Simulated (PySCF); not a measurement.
NaF, SMILES [F][Na].

Coordinates come from a B3LYP-D3(BJ)/def2-TZVPD optimisation.

Level of theory: B3LYP-D3(BJ)/def2-TZVPD run with PySCF.

Frequencies are harmonic and unscaled.

```
mode  ν (cm⁻¹)  IR (km/mol)  moving atoms (share of kinetic energy)
----  --------  -----------  --------------------------------------
1          528         66.4                         F 55 %, Na 45 %
```
